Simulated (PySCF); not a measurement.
Compound: C2H2BCl3.
InChI=1S/C2H2BCl3/c4-2-1-3(5)6/h1-2H/b2-1+

The calculation used MP2 and CCSD/aug-cc-pVDZ in PySCF, restricted Hartree–Fock reference, 18 core orbitals frozen, non-relativistic, gas phase, PBE0-D3(BJ)/def2-SVP geometry.

E(HF) = -1480.18992 Eh.

(1) How large is the problem?

(2) What are the MP2 and CCSD correlation energies?

(3) What is the T1 diagnostic?

(4) How does correlation change the dipole moment?

Answers

(1) 168 basis functions and 70 electrons; 18 orbitals frozen, which leaves o = 17 correlated occupied and v = 133 virtual orbitals. That is o·v = 2261 singles and o·v(o·v + 1)/2 = 2557191 distinct closed-shell doubles amplitudes before symmetry; the costliest CCSD step grows as o²v⁴ = 9.0 × 10^10.

(2) MP2 -0.7903 Eh and CCSD -0.8399 Eh, which gives totals of -1480.98019 and -1481.02981 Eh. That is 0.672 eV for each correlated electron at CCSD (2205 kJ/mol in all, 0.057 % of the total energy); MP2 gives 94.1 % of the CCSD value.

(3) 0.0124, below the customary warning level of 0.02. It is the norm of the spatial-orbital singles amplitudes over the root of the number of correlated electrons, so the norm is 0.072.

(4) HF gives 0.92 D and CCSD (unrelaxed density) 0.74 D, a change of -0.18 D.

No triples correction and no basis-set extrapolation were made.

The values belong to the conformer `[Cl:1]/[CH:2]=[CH:3]/[B:4]([Cl:5])[Cl:6]`: C2–C3–B4–Cl5 -1°.
